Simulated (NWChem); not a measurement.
System: GeNH4Cl; SMILES [NH2][GeH2][Cl]

```xyz
7

Ge     0.3791    -0.4138     0.0000
N     -1.0191    -1.5715     0.0000
Cl    -0.2433     1.6809     0.0000
H      1.1778    -0.6215    -1.2902
H      1.1778    -0.6215     1.2902
H     -1.6086    -1.5444     0.8277
H     -1.6086    -1.5444    -0.8277
```
Atoms are numbered in this order, from 1.

Results from NWChem. The geometry was optimised at PBE0/def2-SVP. Level B3LYP/def2-SVP: energy and gradient on several grids; changes count from the extra-fine grid, which is no exact limit either.

```tsv
grid	size of the energy change (μHa)	largest change of a gradient component (μHa/bohr)
xcoarse	1000	8000
coarse	100	700
medium	20	100
fine	< 10	< 30
xfine	< 10	< 30
```
